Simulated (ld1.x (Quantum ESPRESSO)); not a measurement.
platinum: one change to an ultrasoft potential, before and after

```json
{"Element": "Pt", "Generator": "ld1.x (Quantum ESPRESSO) 7.5", "Type": "ultrasoft", "Functional": "BLYP", "Relativity": "scalar-relativistic", "Frozen core": "[Xe] 4f14", "Valence charge": "10", "Reference configuration": "5d9.5 6s0.5 6p0", "Partial waves": "6s (bound): rcut 2.30, rcutus 2.45 bohr; 6s channel at 0.05 Ry: rcut 2.30, rcutus 2.45 bohr; 6p (bound, empty): rcut 3.55, rcutus 4.70 bohr; 6p channel at 1.55 Ry: rcut 3.55, rcutus 4.70 bohr; 5d (bound): rcut 1.25, rcutus 1.50 bohr; 5d channel at 3.7 Ry: rcut 1.25, rcutus 1.50 bohr", "Local potential": "all-electron potential smoothed inside 1.30 bohr (lloc = -2)", "Core correction": "none", "Augmentation charge": "PSQ, inside the norm-conserving radii"}
```

Change: wave 6s channel at 0.05 Ry: rcut 2.30, rcutus 2.45 bohr becomes 6s channel at 2.07 Ry: rcut 2.30, rcutus 2.45 bohr.

Cutoffs: the cutoffs (Ry, on a coarse ladder) from which the occupation-weighted sum of valence levels, in a spherical-Bessel basis at the reference potential, stays within 10 and 1 mRy of its value at 400 Ry; they do not see the model core or the augmentation charge, which bear on the density cutoff. Errors are all-electron minus pseudo energies relative to the spin-unpolarised reference configuration.

Question: What does the change do?

Answer: The potential gets neither clearly harder nor softer (50 Ry and 80 Ry → 50 Ry and 80 Ry); both files keep a bound ghost (s); the errors of the 6 common tests hardly move; the range in which the s phases agree widens (upper end 2.6 → at the end of the scan).

| quantity | base | changed |
| --- | --- | --- |
| cutoff, loose | 50 Ry | 50 Ry |
| cutoff, tight | 80 Ry | 80 Ry |
| bound ghosts | s | s |
| tests counted (converged, no solver errors) | 6 of 7 | 6 of 7 |
| error for 5d9 6s1 6p0, meV [ΔE 0.07 eV] | 0.0 | +0.2 |
| error for 5d9 6s0 6p0, meV [ΔE 9.31 eV] | +7.1 | +7.0 |
| error for 5d8 6s0 6p0, meV [ΔE 29.19 eV] | +8.7 | +8.7 |
| error for 5d7 6s0 6p0, meV [ΔE 61.29 eV] | -43 | -43 |
| error for 5d8 6s1 6p0, meV [ΔE 11.11 eV] | -25 | -23 |
| error for 5d6 6s0 6p0, meV [ΔE 106.82 eV] | -203 | -203 |
| s: phases at 5.08 bohr within 0.05 rad from the reference energy up to (Ry; the scan ends near 5) | 2.6 | to the end of the scan |
| p: phases at 5.08 bohr within 0.05 rad from the reference energy up to (Ry; the scan ends near 5) | 0.2 | 0.2 |
| d: phases at 5.08 bohr within 0.05 rad from the reference energy up to (Ry; the scan ends near 5) | to the end of the scan | to the end of the scan |
| lowest overlap eigenvalue by channel | s 0.28, p 0.76, d 0.87 | s 0.38, p 0.76, d 0.87 |

Base: Tests not counted: 5d9 6s0 6p1 (solver errors, printed error -2.4 eV). Changed file: Tests not counted: 5d9 6s0 6p1 (solver errors, printed error -2.4 eV). A true bound ghost makes a file unfit for plane-wave use even where its test errors are small: the radial tests pick states by their node count and pass the ghost by. Where a test does run into it, the solver fails or the error is huge.
